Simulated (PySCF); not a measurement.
PySCF input (CCSD(T)/cc-pVDZ):

```python
from pyscf import gto, scf, mp, cc as ccmod

mol = gto.M(
    atom='''
    Si   -0.86502659   -0.33487268    0.06425886
    S     1.03741509    0.40160843   -0.07706481
    H    -1.25636575   -0.95344380    1.38776091
    H    -1.99173224    0.65087255   -0.15085727
    H    -1.24017115   -1.43494612   -0.90349071
    ''',
    basis='cc-pvdz',
    charge=-1,
    spin=0,
    verbose=4,
)

mf = scf.RHF(mol)
mf.conv_tol = 1e-10
mf.max_cycle = 100
mf.kernel()
mp2 = mp.MP2(mf, frozen=10).run()
cc = ccmod.CCSD(mf, frozen=10)
cc.max_cycle = 100
cc.kernel()
et = cc.ccsd_t()
print(f'E(CCSD(T)) = {cc.e_tot + et:.9f}')
```

Output:

```
PySCF version 2.14.0

[INPUT] verbose = 4
[INPUT] num. atoms = 5
[INPUT] num. electrons = 34
[INPUT] charge = -1
[INPUT] spin (= nelec alpha-beta = 2S) = 0
[INPUT] symmetry False subgroup None
[INPUT] Mole.unit = angstrom
[INPUT] Symbol           X                Y                Z      unit          X                Y                Z       unit  Magmom
[INPUT]  1 Si    -0.865026590000  -0.334872680000   0.064258860000 AA   -1.634663345566  -0.632817651799   0.121431646477 Bohr   0.0
[INPUT]  2 S      1.037415090000   0.401608430000  -0.077064810000 AA    1.960430397591   0.758929942017  -0.145631384742 Bohr   0.0
[INPUT]  3 H     -1.256365750000  -0.953443800000   1.387760910000 AA   -2.374187179784  -1.801747657165   2.622488046277 Bohr   0.0
[INPUT]  4 H     -1.991732240000   0.650872550000  -0.150857270000 AA   -3.763828447066   1.229970861497  -0.285078924200 Bohr   0.0
[INPUT]  5 H     -1.240171150000  -1.434946120000  -0.903490710000 AA   -2.343583821087  -2.711655170307  -1.707349997989 Bohr   0.0

nuclear repulsion = 81.6941035120455
number of shells = 19
number of NR pGTOs = 103
number of NR cGTOs = 51
basis = cc-pvdz
ecp = {}

******** <class 'pyscf.scf.hf.RHF'> ********
method = RHF
initial guess = minao
damping factor = 0
level_shift factor = 0
DIIS = <class 'pyscf.scf.diis.CDIIS'>
diis_start_cycle = 1
diis_space = 8
diis_damp = 0
SCF conv_tol = 1e-10
SCF conv_tol_grad = None
SCF max_cycles = 100
direct_scf = True
direct_scf_tol = 1e-13
Set gradient conv threshold to 1e-05
Initial guess from minao.
init E= -687.990650179758
  HOMO = -0.289402065903221  LUMO = 0.0920647333088898  gap/eV = 10.38024
cycle= 1 E= -688.209237612476  delta_E= -0.219  |g|= 0.351  |ddm|= 1.62
  HOMO = -0.0481578348299054  LUMO = 0.351840329584228  gap/eV = 10.88450
cycle= 2 E= -688.250899568246  delta_E= -0.0417  |g|= 0.153  |ddm|= 0.717
  HOMO = -0.110541515167527  LUMO = 0.360387857624044  gap/eV = 12.81464
cycle= 3 E= -688.258974516157  delta_E= -0.00807  |g|= 0.0243  |ddm|= 0.22
  HOMO = -0.114919863208704  LUMO = 0.359416558676155  gap/eV = 12.90735
cycle= 4 E= -688.259334934904  delta_E= -0.00036  |g|= 0.00474  |ddm|= 0.0606
  HOMO = -0.113001848378811  LUMO = 0.36059757509317  gap/eV = 12.88730
cycle= 5 E= -688.259346705883  delta_E= -1.18e-05  |g|= 0.00116  |ddm|= 0.00917
  HOMO = -0.112956529207249  LUMO = 0.360462624776002  gap/eV = 12.88239
cycle= 6 E= -688.259347554757  delta_E= -8.49e-07  |g|= 0.000211  |ddm|= 0.00251
  HOMO = -0.112962721981327  LUMO = 0.360469464417696  gap/eV = 12.88275
cycle= 7 E= -688.259347594571  delta_E= -3.98e-08  |g|= 3.65e-05  |ddm|= 0.000577
  HOMO = -0.112961092700252  LUMO = 0.360469373128149  gap/eV = 12.88270
cycle= 8 E= -688.259347595845  delta_E= -1.27e-09  |g|= 9.23e-06  |ddm|= 0.000103
  HOMO = -0.112961061737093  LUMO = 0.360468932046303  gap/eV = 12.88269
cycle= 9 E= -688.25934759594  delta_E= -9.49e-11  |g|= 2.35e-06  |ddm|= 3.23e-05
  HOMO = -0.112961126459625  LUMO = 0.360469042779511  gap/eV = 12.88269
Extra cycle  E= -688.25934759595  delta_E= -9.44e-12  |g|= 1.12e-06  |ddm|= 6.73e-06
converged SCF energy = -688.25934759595

******** <class 'pyscf.mp.mp2.RMP2'> ********
nocc = 7, nmo = 41
frozen orbitals 10
E(RMP2) = -688.49995971278  E_corr = -0.240612116829946
E(SCS-RMP2) = -688.50350566153  E_corr = -0.244158065580743
E_corr(same-spin) = -0.05143439378676
E_corr(oppo-spin) = -0.189177723043186

******** <class 'pyscf.cc.ccsd.CCSD'> ********
CC2 = 0
CCSD nocc = 7, nmo = 41
frozen orbitals 10
max_cycle = 100
direct = 0
conv_tol = 1e-07
conv_tol_normt = 1e-05
diis_space = 6
diis_start_cycle = 0
diis_start_energy_diff = 1e+09
Init t2, MP2 energy = -688.499959711962  E_corr(MP2) -0.240612116012765
Init E_corr(CCSD) = -0.240612116013646
cycle = 1  E_corr(CCSD) = -0.265656202489845  dE = -0.0250440865  norm(t1,t2) = 0.0477351
cycle = 2  E_corr(CCSD) = -0.272672343529685  dE = -0.00701614104  norm(t1,t2) = 0.015056
cycle = 3  E_corr(CCSD) = -0.275007114477529  dE = -0.00233477095  norm(t1,t2) = 0.00674702
cycle = 4  E_corr(CCSD) = -0.275540823719439  dE = -0.000533709242  norm(t1,t2) = 0.00185073
cycle = 5  E_corr(CCSD) = -0.275433279351484  dE = 0.000107544368  norm(t1,t2) = 0.000691232
cycle = 6  E_corr(CCSD) = -0.275429375334432  dE = 3.90401705e-06  norm(t1,t2) = 0.000130521
cycle = 7  E_corr(CCSD) = -0.275432510057992  dE = -3.13472356e-06  norm(t1,t2) = 4.39348e-05
cycle = 8  E_corr(CCSD) = -0.275432894090331  dE = -3.84032339e-07  norm(t1,t2) = 1.4468e-05
cycle = 9  E_corr(CCSD) = -0.275432644620586  dE = 2.49469745e-07  norm(t1,t2) = 5.46704e-06
cycle = 10  E_corr(CCSD) = -0.275432538258394  dE = 1.06362191e-07  norm(t1,t2) = 1.4286e-06
cycle = 11  E_corr(CCSD) = -0.275432477242768  dE = 6.1015626e-08  norm(t1,t2) = 3.75578e-07
CCSD converged
E(CCSD) = -688.5347800731925  E_corr = -0.2754324772427681
CCSD(T) correction = -0.00696325690179308
E(CCSD(T)) = -688.541743330
```

It need not be the lowest isomer of its formula. Whether it binds its extra electron was not tested at this geometry.
